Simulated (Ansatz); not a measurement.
Ansatz results at the PBE0-D4/def2-TZVP geometry: size of the dipole moment (ωB97M-V/def2-TZVPP) 1.10 D; HOMO energy (PBE0/def2-TZVPP) -8.21 eV; HOMO energy (PBE/def2-TZVPP) -6.79 eV.

Each molecule was computed in one conformer, which needn't be the lowest.

Q: Which molecule gave them?
A. `O[SiH2]N[Si](O)(F)F`
B. `Cl[SiH](Cl)C[CH2][GeH3]`
C. `O[SiH](Cl)[Si](O)(O)O`
D. `O[SiH](F)[S][GeH3]`

A: A. The others give `Cl[SiH](Cl)C[CH2][GeH3]`: 1.88, -8.41, -7.15; `O[SiH](Cl)[Si](O)(O)O`: 1.38, -7.91, -6.61; `O[SiH](F)[S][GeH3]`: 1.80, -7.67, -6.45.
